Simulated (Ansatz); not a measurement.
Relaxation of a periodic cell of 36 atoms, CO2 (packed as 12 CO2, density as packed 1.38 g/cm³ with natural masses), to a largest force component of 0.3 eV/Å in at most 15 steps.

The calculation used DFT PBE-D3(BJ), scalar-relativistic, plane waves, PAW (Ansatz). Settings: cutoff 420 eV, k mesh 1x1x1, fermi-dirac smearing 0.05 eV, no spin polarisation.

```xyz
36
Lattice="8.5889 0.0000 0.0000 0.0000 8.5889 0.0000 0.0000 0.0000 8.5889" Properties=species:S:1:pos:R:3:forces:R:3
C 1.770 4.139 1.982 -0.68 0.29 -0.44
O 2.414 3.866 2.931 -0.82 0.63 -0.26
O 1.125 4.411 1.033 0.59 -0.15 1.08
C 4.170 8.211 0.087 -0.34 -0.62 0.13
O 4.025 7.043 0.140 -1.32 2.48 -0.70
O 4.315 9.380 0.034 0.10 -0.73 0.07
C 6.997 3.225 5.632 -0.01 -0.22 0.05
O 6.893 3.099 6.799 -0.21 -0.89 -2.77
O 7.102 3.351 4.465 0.05 -0.08 0.74
C 2.271 1.026 6.322 -0.26 0.67 0.45
O 2.567 0.261 5.476 -0.38 0.93 1.01
O 1.974 1.791 7.169 0.26 -0.74 -0.95
C 4.339 3.315 1.439 -0.08 -0.20 -0.12
O 5.014 3.223 2.401 -0.26 -0.08 -0.82
O 3.663 3.407 0.478 0.72 -0.26 0.71
C 8.297 0.151 3.085 0.14 0.40 -0.46
O 8.206 -0.115 4.229 0.06 0.08 -0.93
O 8.389 0.417 1.940 0.21 -0.07 1.15
C 0.465 7.018 6.649 0.32 -0.62 -0.01
O 0.064 8.107 6.852 0.82 -0.64 0.24
O 0.866 5.928 6.446 -0.51 1.07 0.18
C 6.714 6.461 2.031 -0.02 0.91 0.35
O 7.085 5.537 2.662 0.11 0.93 0.02
O 6.344 7.384 1.399 1.33 0.09 1.27
C 3.484 6.722 4.118 -0.07 -0.67 0.51
O 3.425 6.613 5.290 0.50 -0.51 -1.32
O 3.543 6.830 2.946 -0.56 -0.67 0.79
C 6.245 7.905 6.556 -0.10 0.48 -0.28
O 6.354 6.802 6.957 -0.33 0.61 -0.50
O 6.135 9.009 6.156 -0.26 -1.23 0.39
C 6.273 4.790 0.339 0.92 -1.14 -0.74
O 5.368 5.471 0.664 0.52 -2.73 -0.80
O 7.178 4.108 0.013 -0.94 1.95 2.14
C 3.934 0.807 3.212 0.15 0.42 -0.04
O 2.903 1.379 3.211 0.93 -0.84 -0.39
O 4.964 0.235 3.214 -0.58 1.16 0.26
```

Q: Where does it end, and by what steps?

A: The run converged. The force dipped under the threshold on the way, but the program's further checks kept it going. Limits of this set-up: coarse k mesh. After 15 steps the energy has fallen by 4.722 eV; O8 moved furthest, 1.60 Å.

```tsv
step	energy less start (eV)	largest force component (eV/Å)	accepted
0	0.0000	2.771	yes
1	-1.8315	0.957	yes
2	-2.6164	1.087	yes
3	-3.1460	1.521	yes
4	-3.4749	1.218	yes
5	-3.7687	1.220	yes
6	-4.0064	0.807	yes
7	-4.1777	0.659	yes
8	-4.3169	0.442	yes
9	-4.4252	0.704	yes
10	-4.4939	0.880	yes
11	-4.5861	0.168	yes
12	-4.5861	0.168	yes
13	-4.6204	0.793	yes
14	-4.6411	1.043	yes
15	-4.7217	0.037	yes
```

```xyz
36
Lattice="8.5889 0.0000 0.0000 0.0000 8.5889 0.0000 0.0000 0.0000 8.5889" Properties=species:S:1:pos:R:3
C 1.084 4.690 2.434
O 1.780 4.146 3.199
O 0.400 5.249 1.667
C 3.752 7.910 0.410
O 3.769 6.838 -0.057
O 3.736 8.974 0.894
C 6.730 3.226 4.687
O 5.926 3.292 5.534
O 7.527 3.152 3.835
C 1.861 1.428 6.348
O 2.732 0.659 6.507
O 0.995 2.191 6.179
C 3.886 3.407 0.977
O 4.786 3.290 1.718
O 2.990 3.535 0.238
C 9.047 0.666 2.743
O 8.839 0.023 3.701
O 9.258 1.299 1.785
C 0.865 6.427 7.296
O 0.706 7.407 7.917
O 1.022 5.451 6.672
C 6.479 6.782 2.211
O 6.186 5.943 2.971
O 6.757 7.627 1.451
C 3.541 6.303 4.391
O 3.938 5.777 5.352
O 3.143 6.847 3.430
C 6.457 7.916 6.444
O 6.973 7.051 5.848
O 5.940 8.784 7.033
C 7.027 3.937 -0.265
O 6.500 4.984 -0.313
O 7.550 2.895 -0.216
C 4.230 1.066 3.775
O 3.179 1.568 3.700
O 5.285 0.564 3.859
```

Time of the run: 94 s on 1 thread of Arm Neoverse V1, on a shared host, peak memory 0.57 GiB.
